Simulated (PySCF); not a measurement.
NMR data simulated for an unnamed compound:

¹H NMR (300 MHz, computed): δ 7.94 (m, 1H), 6.25 (m, 1H), 6.20 (m, 1H), 2.66 (s, 3H).

¹³C{¹H} NMR (computed): δ 177.3 (C), 162.2 (C), 148.9 (CH), 134.7 (CH2), 132.2 (C), 120.9 (C), 23.5 (CH3).

Non-relativistic Hamiltonian, single conformer, equivalent nuclei averaged, in vacuum. Geometry from GFN2-xTB; shielding tensors at PBE0/pcSseg-1 (GIAO); PySCF.

References, each an isolated molecule treated in the same way: ¹H (σref 31.72) and ¹³C (σref 186.93) against TMS.

Q: Which of these does the molecule contain: an NH or NH2 group, a CH3CH2 unit, a non-aromatic C=C double bond, a CF3 group, a vinyl group CH=CH2, a (CH3)2CH unit?

A: 
- An NH or NH2 group: no.
- A CH3CH2 unit: no.
- A non-aromatic C=C double bond: yes.
- A CF3 group: yes (δC 132.2).
- A vinyl group CH=CH2: yes (δC 134.7, 148.9; δH 6.25 (m), 6.20 (m), 7.94 (m)).
- A (CH3)2CH unit: no.

The data belong to SMILES C=C/C(C)=C(\C(=O)F)C(F)(F)F, C$_{7}$H$_{6}$F$_{4}$O; they needn't prove each group on their own.

Carbon signals by region: 2 in the far downfield region (above 160 ppm), 4 in the sp2 and nitrile region (100–160 ppm), 1 below 50 ppm. Above 160 ppm: 177.3, β carbon of a C=C–C=O unit, 162.2, carbonyl carbon.

Splittings by ¹⁹F in the carbon and heteronuclear signals aren't shown, as no couplings were computed. Shifts are as computed. Against solution values, carbons near 30 ppm lie about +3 ppm off and those near 130 ppm about +5 ppm. Of 1211 compounds with measured shifts, 218 miss one by over three times the rms of a fit or turn the order of signals round; such compounds aren't used in these exercises. No couplings were computed; multiplicities are counted from neighbouring protons, with m where these are inequivalent, close in shift, in a saturated or five-membered ring or joined by F or P, and br s for small geminal =CH2 splittings.
